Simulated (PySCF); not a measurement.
C2H5PSe.
Bonds: Se1–P2 (double), P2–C3, C3–C4, P2–C4. Hydrogens: H5 on P2; H6, H7 on C3; H8, H9 on C4.

The calculation used MP2 and CCSD/aug-cc-pVDZ in PySCF, restricted Hartree–Fock reference, 16 core orbitals frozen, non-relativistic, gas phase, PBE0-D3(BJ)/def2-SVP geometry.

E(HF) = -2819.17765 Eh.

How large is the problem?

154 basis functions and 66 electrons; 16 orbitals frozen, which leaves o = 17 correlated occupied and v = 121 virtual orbitals. That is o·v = 2057 singles and o·v(o·v + 1)/2 = 2116653 distinct closed-shell doubles amplitudes before symmetry; the costliest CCSD step grows as o²v⁴ = 6.2 × 10^10.

What are the MP2 and CCSD correlation energies?

MP2 -0.5594 Eh and CCSD -0.6017 Eh, which gives totals of -2819.73706 and -2819.77932 Eh. That is 0.482 eV for each correlated electron at CCSD (1580 kJ/mol in all, 0.021 % of the total energy); MP2 gives 93.0 % of the CCSD value.

What is the T1 diagnostic?

0.0120, below the customary warning level of 0.02. It is the norm of the spatial-orbital singles amplitudes over the root of the number of correlated electrons, so the norm is 0.070.

How does correlation change the dipole moment?

HF gives 4.98 D and CCSD (unrelaxed density) 4.31 D, a change of -0.67 D.

Connected triples and the basis-set limit are missing.
